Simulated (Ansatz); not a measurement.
`BC(B)[SiH3]` + H₂Te → `B[TeH]` + `BC[SiH3]` at 600 K and 1 bar (ligand exchange at a B–C bond).

Program: Ansatz. Geometries: PBE0-D4/def2-TZVP. ΔE: electronic, gas phase. CBS: MP2 limit from def2 TZ/QZ plus the TZ coupled-cluster correction, frozen cores. Elements past krypton have def2 core potentials. For Te outer-core shells are correlated without core-valence functions, which leaves a few kJ/mol of doubt a bond.

```csv
species,CCSD(T)/CBS energy (Eh),H − E (kJ/mol),S (J/(mol·K))
`BC(B)[SiH3]`,-381.50288,285.5,428.1
H₂Te,-268.91024,52.9,255.0
`B[TeH]`,-294.31292,103.0,312.8
`BC[SiH3]`,-356.11784,242.0,382.1
```

H − E and S are ideal-gas, rigid-rotor, harmonic terms from PBE0-D4/def2-TZVP, for one conformer and one mirror image of each species. 1 Eh = 2625.50 kJ/mol, R = 8.31446 J/(mol·K).

Question: By hand: ΔE, ΔH, ΔS and ΔG.

Answer: ΔE = (-294.31292) + (-356.11784) − (-381.50288) − (-268.91024) = -0.01764 Eh = -46.3 kJ/mol. Δ(H − E) = 103.0 + 242.0 − 285.5 − 52.9 = 6.6, so ΔH = -39.7 kJ/mol. ΔS = 312.8 + 382.1 − 428.1 − 255.0 = 11.8 J/(mol·K). ΔG = -39.7 − 600 × (11.8)/1000 = -46.8 kJ/mol.

Question: By hand: the equilibrium constant, and the temperature at which ΔG would vanish if ΔH and ΔS stayed fixed.

Answer: log₁₀ K = −ΔG/(RT ln 10) = 4.1. ΔH and −TΔS have one sign here, so there is no such temperature.

The number of gas molecules stays the same, so ΔS is small and ΔH decides. A doubt of 5 kJ/mol in ΔE shifts log₁₀ K by 0.4 here. Other conformers and mirror images would add mixing entropy, several J/(mol·K) or more a flexible species. These are equilibria of isolated gas molecules and say nothing of rates. Largest T1 diagnostic: 0.015 (customary marks: 0.02 for closed shells, 0.045 for open ones).

ΔS is within the doubt of such terms, so its sign, and with it that verdict, could turn.
